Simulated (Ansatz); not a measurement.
Program: Ansatz. Geometries: PBE0-D4/def2-TZVP. ΔE: electronic, gas phase. CBS: MP2 limit from def2 TZ/QZ plus the TZ coupled-cluster correction, frozen cores. This one scheme is used for every species. DFT in def2-TZVPP. For Br outer-core shells are correlated without core-valence functions, which leaves a few kJ/mol of doubt a bond. Scalar relativity is left out up to krypton. Each species was taken in one conformer, which may not be the lowest.

Reaction (hydrogenolysis of the Al–Br bond): `C[O][Al]([F])[Br]` + H₂ → `C[O][AlH][F]` + HBr

`C[O][Al]([F])[Br]`:

Z-matrix (Å, degrees):
```
C
O 1 1.402
H 1 1.094 2 109.7
H 1 1.096 2 112.4 3 -120.6
H 1 1.094 2 109.7 3 118.7
Al 2 1.663 1 136.3 3 120.4
Br 6 2.233 2 121.9 1 0.0
F 6 1.635 2 119.1 1 -180.0
```

H₂:

Cartesian coordinates in Å:
```
H 0.130 -0.325 -0.129
H -0.130 0.325 0.129
```

`C[O][AlH][F]`:

```xyz
8

C     0.256    0.263   -1.237
O    -0.551    0.216   -0.095
Al   -0.434   -0.276    1.497
F     0.978   -0.917    2.058
H     0.351    1.297   -1.583
H     1.261   -0.132   -1.054
H    -0.202   -0.321   -2.041
H    -1.658   -0.130    2.456
```

HBr:

```xyz
2

Br   -0.278    0.606   -0.244
H     0.278   -0.606    0.244
```

Question: Is it downhill or uphill in electronic energy at CCSD(T)/CBS, and by how much? (An estimate is asked.)

Answer: The calculation gave: Uphill: ΔE = +1.42 eV.

Question: What do these levels give: revPBE-D4, B97M-V, r2SCANh-D4, r2SCAN0, HF/def2-SVP, HF/def2-TZVPP? (An estimate is asked.)

Answer: The calculation gave: revPBE-D4 1.36, B97M-V 1.25, r2SCANh-D4 1.44, r2SCAN0 1.43, HF/def2-SVP 1.23, HF/def2-TZVPP 1.31 eV.

Largest T1 diagnostic among the species: 0.013.

From PBE to PBE0 (25 % exact exchange), in def2-TZVPP and without D4, ΔE moves by +0.04 eV. At CCSD(T), def2-SVP lies −0.15 eV from the extrapolated value and def2-TZVPP −0.06 eV.
